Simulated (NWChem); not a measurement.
Molecule: C3H6OS; SMILES CSCC=O

```xyz
11

C     -1.3220    -1.1843     0.1865
S      0.4386    -1.1994    -0.2158
C      0.9519     0.3545     0.5812
C      0.3879     1.4679    -0.2552
O     -0.6076     2.0817     0.0287
H     -1.4842    -1.3320     1.2644
H     -1.7738    -2.0226    -0.3619
H     -1.8009    -0.2471    -0.1335
H      2.0523     0.3521     0.5640
H      0.5869     0.4101     1.6179
H      0.9242     1.6377    -1.2241
```
Atoms are numbered in this order, from 1.

Level: PBE0/def2-SVP (NWChem), optimised geometry, unscaled harmonic frequencies. 

```
frequency (cm⁻¹)  IR intensity (km/mol)
----------------  ---------------------
89                                  6.6
119                                 6.5
168                                 2.3
268                                 4.7
299                                 9.2
495                                13.1
696                                 0.8
749                                 1.3
869                                 0.4
937                                 3.2
975                                 2.5
1029                                4.5
1058                               17.2
1174                               19.7
1217                               15.7
1339                                1.4
1405                                2.9
1420                               14.7
1436                               14.1
1457                               11.7
1866                              187.3
2934                               91.7
3060                               13.0
3087                                4.6
3169                                5.0
3173                                0.2
3187                                0.6
```

The zero-point energy is 53.8 kcal/mol, the thermal correction to the enthalpy at 298.15 K (with zero-point energy) is 58.5 kcal/mol and the heat capacity Cv is 21.0 cal/(mol K). The entropy at 298.15 K and 1 atm (symmetry number 1) comes out as 80.0 cal/(mol K) and the dipole moment is 1.41 D.

Rigid rotor and harmonic oscillator; modes under 100 cm⁻¹ make the entropy uncertain.
